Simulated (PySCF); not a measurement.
Mg(Me)(Et) (C3H8Mg), SMILES C[CH2][Mg][CH3]. Heavy atoms are numbered as in [Mg:1]([CH3:2])[CH2:6][CH3:7]. Hydrogens are named by the atom that carries them.

Coordinates come from a B3LYP-D3(BJ)/def2-SVP optimisation. The structure was generated by enumeration; whether it is a known compound was not checked. One conformer was computed; it need not be the lowest.

Level of theory: PySCF with r2SCAN/def2-TZVP.

ESP charges are fitted to the potential on shells at 1.4 to 2.0 van der Waals radii. Atomic charges (e), one atom of each kind:

```json
[
 {"atom": "Mg1", "ESP fit": "0.72", "Mulliken": "0.82", "Löwdin": "0.60"},
 {"atom": "C2 (CH3)", "ESP fit": "-0.79", "Mulliken": "-0.80", "Löwdin": "___"},
 {"atom": "H on C2", "ESP fit": "0.13", "Mulliken": "0.13", "Löwdin": "0.12"},
 {"atom": "C6 (CH2)", "ESP fit": "-0.34", "Mulliken": "-0.60", "Löwdin": "___"},
 {"atom": "C7 (CH3)", "ESP fit": "0.00", "Mulliken": "-0.30", "Löwdin": "___"},
 {"atom": "H on C6", "ESP fit": "0.01", "Mulliken": "0.11", "Löwdin": "0.13"},
 {"atom": "H on C7", "ESP fit": "-0.01", "Mulliken": "0.09", "Löwdin": "0.12"}
]
```

**Question.** What belongs in the gaps? (The exact figures need the calculation; the answer reports its results.)

**Answer.** 
- C2 (CH3), Löwdin: -0.65
- C6 (CH2), Löwdin: -0.54
- C7 (CH3), Löwdin: -0.36
